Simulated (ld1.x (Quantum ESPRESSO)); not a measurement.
**Reading a pseudo-wave (O)**

Columns: radius, all-electron u(r) and pseudo u(r) of the 2p shell (level -9.45 eV) of oxygen in the configuration [He] 2s1 2p5; PBE, scalar-relativistic, TM scheme, ld1.x (Quantum ESPRESSO) 7.5.

```json
{"r (bohr)": "0.082", "all-electron": "0.0745", "pseudo": "0.0261"}
{"r (bohr)": "0.165", "all-electron": "0.2236", "pseudo": "0.1022"}
{"r (bohr)": "0.248", "all-electron": "0.3818", "pseudo": "0.2187"}
{"r (bohr)": "0.330", "all-electron": "0.5209", "pseudo": "0.3590"}
{"r (bohr)": "0.413", "all-electron": "0.6352", "pseudo": "0.5090"}
{"r (bohr)": "0.495", "all-electron": "0.7213", "pseudo": "0.6480"}
{"r (bohr)": "0.578", "all-electron": "0.7832", "pseudo": "0.7649"}
{"r (bohr)": "0.660", "all-electron": "0.8221", "pseudo": "0.8480"}
{"r (bohr)": "0.742", "all-electron": "0.8426", "pseudo": "0.8963"}
{"r (bohr)": "0.825", "all-electron": "0.8482", "pseudo": "0.9127"}
{"r (bohr)": "0.908", "all-electron": "0.8419", "pseudo": "0.9032"}
{"r (bohr)": "0.990", "all-electron": "0.8269", "pseudo": "0.8767"}
{"r (bohr)": "1.072", "all-electron": "0.8054", "pseudo": "0.8405"}
{"r (bohr)": "1.155", "all-electron": "0.7790", "pseudo": "0.8003"}
{"r (bohr)": "1.238", "all-electron": "0.7493", "pseudo": "0.7601"}
{"r (bohr)": "1.320", "all-electron": "0.7180", "pseudo": "0.7224"}
{"r (bohr)": "1.402", "all-electron": "0.6856", "pseudo": "0.6868"}
{"r (bohr)": "1.485", "all-electron": "0.6523", "pseudo": "0.6525"}
{"r (bohr)": "1.568", "all-electron": "0.6192", "pseudo": "0.6192"}
{"r (bohr)": "1.650", "all-electron": "0.5869", "pseudo": "0.5869"}
{"r (bohr)": "1.733", "all-electron": "0.5549", "pseudo": "0.5549"}
{"r (bohr)": "1.815", "all-electron": "0.5243", "pseudo": "0.5243"}
{"r (bohr)": "1.898", "all-electron": "0.4945", "pseudo": "0.4945"}
{"r (bohr)": "1.980", "all-electron": "0.4661", "pseudo": "0.4661"}
{"r (bohr)": "2.062", "all-electron": "0.4390", "pseudo": "0.4390"}
{"r (bohr)": "2.145", "all-electron": "0.4129", "pseudo": "0.4129"}
```

(1) How many radial nodes do the two functions have?

(2) At about which radius was the pseudo-wave matched?

(3) Where does each function peak?

(4) Is the pseudo-wave norm-conserving?

Results:

(1) The all-electron 2p function has n − l − 1 = 0; the pseudo-wave has 0.

(2) 1.65 bohr. The columns agree to 0.0005 from 1.49 bohr on; several derivatives are matched, so the curves merge somewhat inside the radius.

(3) Outermost all-electron maximum near 0.82 bohr, pseudo maximum near 0.82 bohr (to the table’s step).

(4) Yes: the TM scheme keeps the norm inside the radius equal to the all-electron one, which fixes the energy derivative of the logarithmic derivative at the level.
